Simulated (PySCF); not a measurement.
Pb(Cl)(SH) (ClHPbS), SMILES [SH][Pb][Cl] (connectivity only; charge and spin as stated), neutral, multiplicity 1.

Geometry optimised at PBE-D3(BJ)/def2-TZVP. The def2 effective core potentials stand for the cores of Pb; spin–orbit coupling is left out. Other conformers were not sampled.

The numbers are results of C-PCM-PBE0/def2-SVP run with PySCF, not measurements.

The values are the electrostatic part of the solvation free energy, E(continuum) − E(gas) at the gas-phase geometry, in a cavity of scaled van der Waals radii (PySCF's table); cavitation and dispersion terms are not included. A continuum can't describe solvent molecules that bind to the metal. In vacuum the orbital gap is 4.60 eV. The dipole moment in vacuum is 4.73 D.

Computed values in water (ε = 78.36), 1-octanol (ε = 9.86), dimethylsulfoxide (ε = 46.83):
```csv
solvent,ε,ΔG(elec) (kcal/mol),dipole (D),gap (eV)
water,78.36,-10.5,6.92,5.02
1-octanol,9.86,-9.3,6.66,4.97
dimethylsulfoxide,46.83,-10.4,6.89,5.02
```
